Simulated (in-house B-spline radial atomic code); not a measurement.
Ionisation energies with and without relativity, with size and susceptibility from the Dirac run. Dirac energy differences include first-order Breit, QED and recoil terms. NIST's values go from ground level to ground level; the uncertainty of those that are theory runs from under 0.1 % in few-electron ions to several per cent in heavy many-electron ones. Computed with a radial B-spline atomic code at the basis-set limit: non-relativistic Hartree-Fock and Dirac-Hartree-Fock, averages of the configuration (point nuclei without relativity, finite nuclei with it).

```tsv
ion	configuration	configuration after	ionisation non-relativistic (eV)	ionisation Dirac Breit and QED (eV)	tabulated value (eV)	tabulated kind	radius at density 0.001 (bohr)	diamagnetic susceptibility (10⁻⁶ cm³/mol)
F2+	[He] 2s2 2p3	[He] 2s2 2p2	59.30	59.29	62.70798	semi-empirical	2.442	-4.001
Ne2+	[He] 2s2 2p4	[He] 2s2 2p3	65.59	65.57	63.4233	measured	2.344	-3.9337
Mg2+	[He] 2s2 2p6	[He] 2s2 2p5	78.65	78.61	80.1436	measured	2.174	-3.7304
Al2+	[Ne] 3s1	[He] 2s2 2p6	28.04	28.08	28.44764	measured	3.395	-7.3908
Si2+	[Ne] 3s2	[Ne] 3s1	31.96	32.02	33.493	measured	3.462	-9.4294
P2+	[Ne] 3s2 3p1	[Ne] 3s2	29.43	29.42	30.20264	measured	3.478	-11.138
S2+	[Ne] 3s2 3p2	[Ne] 3s2 3p1	33.31	33.30	34.86	semi-empirical	3.402	-11.981
Cl2+	[Ne] 3s2 3p3	[Ne] 3s2 3p2	37.29	37.28	39.8	semi-empirical	3.298	-12.344
Ar2+	[Ne] 3s2 3p4	[Ne] 3s2 3p3	41.38	41.37	40.735	semi-empirical	3.188	-12.43
```
